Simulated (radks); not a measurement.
The numbers below are computed, except where a source is named.
Spherical quantum dot in the effective-mass picture: electrons in a parabolic well V = omega^2 r^2 / 2 with omega = 0.397, with a point charge +1 (a donor) at the centre, all in effective atomic units (hartree* = m*/eps^2 hartree, bohr* = eps/m* bohr), one dielectric constant everywhere. Level of theory: non-relativistic Kohn-Sham, PBEsol, spin-polarised, spherical densities (a radial shooting solver with Libxc functionals). Levels are named by radial order and angular momentum (1s, 1p, 1d, 2s, ...), and open shells are averaged over m.

N = 25, configuration 1s2 1p6 1d10 2s2 1f(up 5, down 0). This is the lowest configuration that the search found. Occupied and some empty levels:

level,occupation,eigenvalue (hartree*),<r> (bohr*)
1s up,1,6.2583,2.249
1s down,1,6.2619,2.146
1p up,3,6.4670,3.838
1p down,3,6.4897,3.749
2s up,1,6.5402,3.561
2s down,1,6.5637,3.592
1d up,5,6.6219,4.343
1d down,5,6.6519,4.294
1f up,5,6.7961,4.694
1f down,0,6.8300,4.669
2p up,0,6.8611,3.877
2p down,0,6.8798,3.906
1g up,0,6.9906,4.978
1g down,0,7.0265,4.971
2d up,0,7.0991,4.343
2d down,0,7.1193,4.352

Energy (hartree*): total 97.8659, kinetic 8.0433, external 27.662, Hartree 69.067, exchange-correlation -6.9062.

Electron density:

r (bohr*),n(r) (e/bohr*^3)
0.170,0.4215
0.596,0.1867
1.02,0.08975
1.45,0.04988
1.88,0.03572
2.30,0.03353
2.73,0.03639
3.16,0.04004
3.58,0.04163
4.01,0.03957
4.44,0.03365
4.86,0.02514
5.29,0.01616
5.72,0.008763
6.14,0.003970
6.57,0.001505
7.00,0.0004808
7.42,0.0001297
7.85,0.00002913
8.28,5.488e-06
